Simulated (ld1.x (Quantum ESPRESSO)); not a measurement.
# Hf (Z = 72): excitation energies, all-electron against TM semilocal

ld1.x (Quantum ESPRESSO) 7.5 input, shortened:

```
&input
   title='Hf', zed=72., rel=1, dft='REVPBE', iswitch=3,
   config='[Xe] 4f14 5d2 6s1.5 6p0'
 /
 &inputp
   pseudotype=1, tm=.true., lloc=0,
   nlcc=.false.
 /
3
6P  2  1   0.00   0.00  2.90  2.90  0.0
5D  3  2   2.00   0.00  2.15  2.15  0.0
6S  1  0   1.50   0.00  2.80  2.80  0.0
 &test
   configts(1)='5d2 6s1.5 6p0'
 /
```

Energies are relative to the spin-unpolarised reference configuration 5d2 6s1.5 6p0; without spin polarisation the order of configurations can differ from experiment.

Task: Give the all-electron excitation energy and the error of the potential for: 5d2 6s2 6p0; 5d2 6s1 6p0; 5d2 6s0 6p0; 5d2.5 6s1.5 6p0; 5d2 6s0 6p2; 5d1 6s0 6p0; 5d1 6s2 6p0.

Result:

```csv
valence configuration,charge,ΔE all-electron (eV),error AE − PS (meV)
5d2 6s2 6p0,0,-3.225,+1.1
5d2 6s1 6p0,+1,4.678,+0.5
5d2 6s0 6p0,+2,18.710,+118
5d2.5 6s1.5 6p0,0,-1.971,-0.3
5d2 6s0 6p2,0,4.565,+26
5d1 6s0 6p0,+3,40.385,+279
5d1 6s2 6p0,+1,3.215,+46
```
